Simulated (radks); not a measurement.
Lu II, 70 electrons, occupied as [Xe] 4f14 6s2.

Calculated with a radial shooting solver on a logarithmic mesh with Libxc functionals: Dirac Kohn-Sham, BLYP, spin-unpolarised, spherical densities, finite nucleus; Fermi nuclear charge, rms radius 5.37 fm.

Energy parts (hartree):
total: -14579.9210
kinetic: 16247.6056
electron-nucleus: -36230.1791
Hartree: 5705.4200
exchange-correlation: -302.7675

Orbitals (lengths in bohr, moments of r in powers of bohr; <r^-3> diverges for s and p1/2; r(max) is where P^2 peaks):
| orbital | occ. | eigenvalue (hartree) | <1/r> | r(max) | <r> | <r^-3> |
|---|---|---|---|---|---|---|
| 1s1/2 | 2 | -2321.048 | 82.18 | 0.01213 | 0.01932 | - |
| 2s1/2 | 2 | -395.1396 | 19.88 | 0.06950 | 0.08124 | - |
| 2p1/2 | 2 | -377.2427 | 19.86 | 0.05192 | 0.06740 | - |
| 2p3/2 | 4 | -336.1627 | 16.96 | 0.05844 | 0.07501 | 14150 |
| 3s1/2 | 2 | -89.77957 | 7.291 | 0.1960 | 0.2122 | - |
| 3p1/2 | 2 | -81.84588 | 7.208 | 0.1838 | 0.2020 | - |
| 3p3/2 | 4 | -73.08452 | 6.463 | 0.1973 | 0.2162 | 3144 |
| 3d3/2 | 4 | -59.58814 | 6.353 | 0.1551 | 0.1898 | 539.8 |
| 3d5/2 | 6 | -57.67500 | 6.174 | 0.1589 | 0.1942 | 465.6 |
| 4s1/2 | 2 | -18.11711 | 3.054 | 0.4465 | 0.4779 | - |
| 4p1/2 | 2 | -14.88472 | 2.944 | 0.4474 | 0.4850 | - |
| 4p3/2 | 4 | -12.88996 | 2.684 | 0.4761 | 0.5177 | 715.7 |
| 4d3/2 | 4 | -7.56987 | 2.462 | 0.4757 | 0.5410 | 106.1 |
| 4d5/2 | 6 | -7.20580 | 2.399 | 0.4850 | 0.5525 | 89.68 |
| 4f5/2 | 6 | -0.69990 | 1.846 | 0.4657 | 0.7139 | 14.31 |
| 4f7/2 | 8 | -0.64387 | 1.814 | 0.4711 | 0.7294 | 13.60 |
| 5s1/2 | 2 | -2.55727 | 1.144 | 1.043 | 1.170 | - |
| 5p1/2 | 2 | -1.66076 | 1.010 | 1.132 | 1.310 | - |
| 5p3/2 | 4 | -1.40469 | 0.9186 | 1.221 | 1.421 | 89.75 |
| 6s1/2 | 2 | -0.40341 | 0.3876 | 2.846 | 3.259 | - |

The highest occupied level is 6s1/2 at -10.977 eV. For comparison, the ionisation energy in NIST's Atomic Spectra Database is 14.13 eV (semi-empirical). In exact Kohn-Sham theory the highest level is minus the ionisation energy, but local and semilocal functionals leave it too shallow, through self-interaction and a potential that decays too fast; potentials with the right tail come closer. The density falls to 0.001 e/bohr^3 at r = 4.62 bohr. Summed over all electrons, <r^2> = 56.49 bohr^2, which gives a Langevin (diamagnetic) susceptibility term of -44.7 x 10^-6 cm^3/mol. The electron density at the nucleus is 1.112e+06 e/bohr^3.
